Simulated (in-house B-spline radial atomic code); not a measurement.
Two electrons outside the [Ne] 3s2 core: Se²⁰⁺

Computed with an all-electron radial atomic-structure program (B-spline basis): configuration interaction (CI) of the two valence electrons in the field of the frozen Dirac-Fock core, alone and with many-body perturbation theory for the core (screened one- and two-electron correlation potentials), Breit and QED terms; no-pair Dirac Hamiltonian, finite nucleus. Labels give the configuration (outer n counted up each series) and the leading LS term, or the jj pair where no LS term holds 70 %.

The outer s² shell of this core is soft: its mixing with p² is only treated to second order, so levels can be several per cent off.

Command:
```bash
python run_mb.py task.json out
```
Settings (nuclear radius in fm, box in bohr, cutoff in hartree):
```
basis_form          3
Z                   34
core_configuration  [Ne] 3s2
rms_radius          4.14
mass_number         80
speed_of_light      137.036
box_radius          4.091
lmax                6
intervals           59
virtual_cutoff      2312.0
```

Time taken, with all properties: 45 s on 1 thread of Intel(R) Xeon(R) 6975P-C, on a shared host.

Excitation energies (cm⁻¹):

```
         level  purity of the LS term  CI alone  CI + MBPT + Breit + QED
       3p2 3P0                   0.88         0                        0
       3p2 3P1                    1.0         ?                        ?
3p2 (1/2,3/2)2             0.626 (3P)         ?                        ?
3p2 (3/2,3/2)2             0.625 (1D)    147907                   140205
       3p2 1S0                   0.88    208193                   207666
```

Q: Where does 3p2 (1/2,3/2)2 lie?

A: 74848 cm⁻¹ in CI alone and 70292 cm⁻¹ with all corrections.

Q: Where does 3p2 3P1 lie?

A: 50948 cm⁻¹ in CI alone and 48852 cm⁻¹ with all corrections.

Q: What is the first ionisation energy?

A: 844.72 eV to the 3p1/2 state of the next ion (843.76 eV from CI alone). NIST lists 845.8 ± 2 eV (semi-empirical).
